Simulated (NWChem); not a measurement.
System: HSF2 cation; SMILES F[SH+]F

Output (shortened):

```
             Northwest Computational Chemistry Package (NWChem) 7.3.0
             --------------------------------------------------------

                             Geometry "geometry" -> ""
                             -------------------------

 Output coordinates in angstroms (scale by  1.889725989 to convert to a.u.)

  No.       Tag          Charge          X              Y              Z
 ---- ---------------- ---------- -------------- -------------- --------------
    1 F                    9.0000    -0.48909700    -0.02204400    -1.20294000
    2 S                   16.0000     0.48272300    -0.03166800     0.00000000
    3 F                    9.0000    -0.48909700    -0.02204400     1.20294000
    4 H                    1.0000     0.74236200     1.32297300     0.00000000

 Effective nuclear repulsion energy (a.u.)     126.8632086253

                              NWChem Property Module
                              ----------------------

  itol2e modified to match energy
  convergence criterion.

                                 NWChem DFT Module
                                 -----------------

 Summary of "ao basis" -> "ao basis" (spherical)
 ------------------------------------------------------------------------------
       Tag                 Description            Shells   Functions and Types
 ---------------- ------------------------------  ------  ---------------------
 F                          pcsseg-1                 7       17   3s3p1d
 S                          pcsseg-1                10       24   4s5p1d
 H                          pcsseg-1                 3        5   2s1p

  itol2e modified to match energy
  convergence criterion.

            General Information
            -------------------
          SCF calculation type: DFT
          Wavefunction type:  closed shell.
          No. of atoms     :     4
          No. of electrons :    34
           Alpha electrons :    17
            Beta electrons :    17
          Charge           :     1
          Spin multiplicity:     1
          Use of symmetry is: off; symmetry adaption is: off
          Maximum number of iterations: 150
          AO basis - number of functions:    63
                     number of shells:    27
          Convergence on energy requested:  1.00D-07
          Convergence on density requested:  1.00D-05
          Convergence on gradient requested:  5.00D-04

[...]

          -----------------------------------------
          Chemical Shielding Tensors (GIAO, in ppm)
          -----------------------------------------

                                NWChem CPHF Module
                                ------------------

  scftype          =     RHF
  nclosed          =       17
  nopen            =        0
  variables        =      782
  # of vectors     =        3
  tolerance        = 0.10D-03
  level shift      = 0.00D+00
  max iterations   =       50
  max subspace     =       30

 SCF residual:    7.2685724865765135E-005

Iterative solution of linear equations
  No. of variables      782
  No. of equations        3
  Maximum subspace       30
        Iterations       50
       Convergence  1.0D-04

   iter   nsub   residual    time
   ----  ------  --------  ---------
     1      3    1.02D+00       5.5
     2      6    8.89D-02       6.2
     3      9    1.07D-02       6.9
     4     12    2.12D-03       7.5
     5     15    1.87D-04       8.2
     6     18    1.24D-05       8.9

      Atom:    1  F
        Diamagnetic
    471.0309      0.1963     14.7985
      0.1963    458.0728      0.1615
     14.7985      0.1615    481.2516

        Paramagnetic
    -79.1638     47.3443   -150.1381
     47.3443   -416.5761   -104.5986
   -150.1381   -104.5986    -95.0348

        Total Shielding Tensor
    391.8671     47.5406   -135.3396
     47.5406     41.4968   -104.4372
   -135.3396   -104.4372    386.2168

           isotropic =     273.1935
          anisotropy =     411.1978

          Principal Components and Axis System
                 1           2           3
              547.3254    260.1976     12.0576

      1         0.6777      0.7348     -0.0285
      2         0.2092     -0.1556      0.9654
      3        -0.7049      0.6602      0.2592

      Atom:    2  S
        Diamagnetic
   1046.8978      1.1055      0.0000
      1.1055   1038.5623     -0.0000
      0.0000     -0.0000   1053.3913

        Paramagnetic
  -1158.3451   -177.6185     -0.0000
   -177.6185  -1165.4317     -0.0000
     -0.0000     -0.0000  -1125.7145

        Total Shielding Tensor
   -111.4473   -176.5130     -0.0000
   -176.5130   -126.8694     -0.0000
     -0.0000     -0.0000    -72.3232

           isotropic =    -103.5466
          anisotropy =    -288.4397

          Principal Components and Axis System
                 1           2           3
             -295.8398    -72.3232     57.5230

      1         0.6915     -0.0000      0.7224
      2         0.7224     -0.0000     -0.6915
      3         0.0000      1.0000     -0.0000

      Atom:    3  H
        Diamagnetic
     16.6948      6.3616      0.0000
      6.3616     33.9642     -0.0000
      0.0000     -0.0000     16.5130

        Paramagnetic
      0.8028     -3.5465     -0.0000
     -3.5465    -10.0113     -0.0000
     -0.0000     -0.0000      1.5829

        Total Shielding Tensor
     17.4976      2.8150     -0.0000
      2.8150     23.9529     -0.0000
     -0.0000     -0.0000     18.0959

           isotropic =      19.8488
          anisotropy =       7.7388

          Principal Components and Axis System
                 1           2           3
               25.0080     18.0959     16.4425

      1         0.3510     -0.0000      0.9364
      2         0.9364      0.0000     -0.3510
      3        -0.0000      1.0000      0.0000
```

Level: BHandHLYP/pcSseg-1, GIAO. Geometry: optimised at PBE0/def2-SVP. The output numbers the shielded atoms by their place in the input's list. The printed shielding anisotropy is the first printed principal value minus the mean of the other two.

Q: Reconstruct the input file.

A: One answer among several that fit: the input that was run:
```
start job
memory heap 200 mb stack 900 mb global 1100 mb
charge 1
geometry units angstroms noautosym nocenter noautoz
  F     -0.489097    -0.022044    -1.202940
  S      0.482723    -0.031668     0.000000
  F     -0.489097    -0.022044     1.202940
  H      0.742362     1.322973     0.000000
end
basis spherical
  F library pcsseg-1
  S library pcsseg-1
  H library pcsseg-1
end
dft
  xc bhlyp
  iterations 150
end
property
  shielding 3 1 2 4
end
task dft property
```
